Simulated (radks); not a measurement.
Initial-state core-level shifts of neutral silver when its valence configuration changes from [Kr] 4d10 5s1. Method: Dirac Kohn-Sham, PBE, spin-unpolarised, spherical densities, finite nucleus; open shells fill j = l - 1/2 first; Fermi nuclear charge, rms radius 4.5454 fm; computed with a radial shooting solver on a logarithmic mesh with Libxc functionals. Shifts are changes of the shell-averaged eigenvalues in eV (positive: less bound); the change of the density at the nucleus, which sets a Mossbauer isomer shift, is in e/bohr^3, on a base of 1.457e+05.

valence                2p       3p       3d       4p  density at nucleus
4d10 5s0.5 5p0.5   -0.969   -0.981   -0.978   -1.020               -8.05
4d9 5s2            -4.460   -4.415   -4.436   -3.954              +25.67
4d9 5s1 5p1        -6.140   -6.115   -6.131   -5.695               +7.27
4d10 5p1           -1.807   -1.830   -1.825   -1.906              -16.98
4d9 5p2            -7.573   -7.569   -7.582   -7.187              -14.00
4d8 5s1 5p2       -12.449  -12.340  -12.385  -11.234              +15.67
4d9 5s0.5 5p1.5    -6.878   -6.863   -6.878   -6.463               -3.05
4d9.5 5s1.5        -2.155   -2.139   -2.148   -1.934              +11.90
4d9.5 5s1 5p0.5    -3.078   -3.072   -3.079   -2.897               +3.52
